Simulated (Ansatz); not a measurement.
Ideal-gas functions of F2HISn (`[F][SnH]([F])[I]`) at 800 K and 1 bar, from an Ansatz frequency run at PBE0-D4/def2-TZVP.

Molar mass 284.62 g/mol, point group Cs (symmetry number 1), electronic degeneracy 1, moments of inertia 114.255, 589.432, 643.616 u Å². Harmonic wavenumbers (cm⁻¹, unscaled): 108, 134, 179, 227, 539, 541, 643, 644, 1998.

Use S(trans) = R[1.5 ln M + 2.5 ln T − 1.1517]; rotational temperatures θ = 24.2544 K / I; S(rot) = R[ln(√π/σ · √(T³/θAθBθC)) + 1.5]; for each mode x = 1.438777 ν̃/T, S = R[x/(eˣ − 1) − ln(1 − e⁻ˣ)] and H = RT x/(eˣ − 1); 1 cm⁻¹ = 0.0119627 kJ/mol; R = 8.31446 J/(mol·K).

**Question.** By hand: the entropy, in J/(mol·K).

**Answer.** Translation 199.9. Rotation: θ = 0.2123, 0.0411, 0.0377 K, giving 133.9. Vibration, mode by mode: 21.95, 20.17, 17.77, 15.82, 8.89, 8.86, 7.55, 7.54, 1.08, in all 109.6. Electronic 0.0. Sum 443.4 J/(mol·K).

**Question.** By hand: H − E and G − E in kJ/mol, counted from the electronic energy.

**Answer.** Zero-point energy ½ × 5013 × 0.0119627 = 30.0; thermal vibration 38.5; translation, rotation and pV give 4 RT = 26.6. H − E = 95.1 kJ/mol, and G − E = 95.1 − 800 × 443.4/1000 = -259.6 kJ/mol.

Vibration gives 25 % of the entropy, 42.1 J/(mol·K) of it from the modes under 150 cm⁻¹: soft modes count most, and the harmonic formula is weakest for them.
